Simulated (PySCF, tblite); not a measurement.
Isomers of C7H9FN (doublet state), one GFN2-xTB conformer each. Single-point energies are computed at B3LYP/pcH-1 (PySCF, gas phase, no added dispersion term), electronic only. GFN2-xTB treats the open shell by occupation alone, and not every SCF solution was tested for stability.

Question: Rank them by B3LYP/pcH-1 energy, lowest first (kcal/mol).
A. `[H]/[N:1]=[C:2](\[CH:3]=[CH:4]\[CH:5][F:6])[CH:7]1[CH2:8][CH2:9]1` (doublet state) with N1–C2–C3–C4 0°, C3–C4–C5–F6 0°, N1–C2–C7–C8 -34°
B. `C[C@@H]1C=CC(N)=C[C]1F` [radical]

Answer: B (0.0), A (30.7).

As drawn, the higher has a three-membered ring, which the lower lacks. GFN2-xTB itself gives, in the same order: 0.0, 37.9. Both levels put the same isomer lowest.

What happens when harmonic zero-point energies from GFN2-xTB frequencies are added?

```
                  SMILES  ZPE (kcal/mol)  electronic (kcal/mol)  with ZPE (kcal/mol)
  C[C@@H]1C=CC(N)=C[C]1F            89.4                    0.0                  0.0
[H]/N=C(\C=C\[CH]F)C1CC1            88.4                   30.7                 29.6
```

The zero-point energies span 1.0 kcal/mol. The order is unchanged.
